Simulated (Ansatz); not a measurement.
`OB(Br)O[SiH3]`, relaxed with RKS PBE-D4/def2-SVP in Ansatz 0.2.0 from a rough embedded geometry. The force threshold is 0.03 eV/Å; the program also tests the step.

The species carries charge 0 and has multiplicity 1.

Start:

```xyz
9

O     1.534   -0.114    1.507
B     0.451   -0.773    0.845
Br   -0.914   -1.687    1.947
O     0.470   -0.973   -0.557
Si   -0.484    0.380   -1.223
H     1.225    0.891    1.589
H     0.148    1.650   -0.835
H    -0.544    0.275   -2.646
H    -1.886    0.352   -0.627
```

Question: How much energy does the relaxation release, and in how many steps? (Estimate.)

Answer: Ansatz gave: 123.90 kJ/mol, in 27 steps, 1 of them rejected.

Question: Which bonds change most? (Best estimate.)

Answer: Computed: O4–Si5 from 1.785 to 1.699 Å; O1–H6 from 1.055 to 0.973 Å; O1–B2 from 1.429 to 1.357 Å; Si5–H8 from 1.429 to 1.498 Å.

Question: Give the relaxed structure. (Best estimate.)

Answer: Ansatz gave: 
```xyz
9

O     1.815   -0.694    1.504
B     0.649   -0.296    0.935
Br   -0.937    0.020    2.072
O     0.570   -0.120   -0.403
Si   -0.704    0.368   -1.416
H     1.744   -0.785    2.470
H    -1.150    1.753   -1.051
H    -0.139    0.352   -2.803
H    -1.848   -0.598   -1.309
```
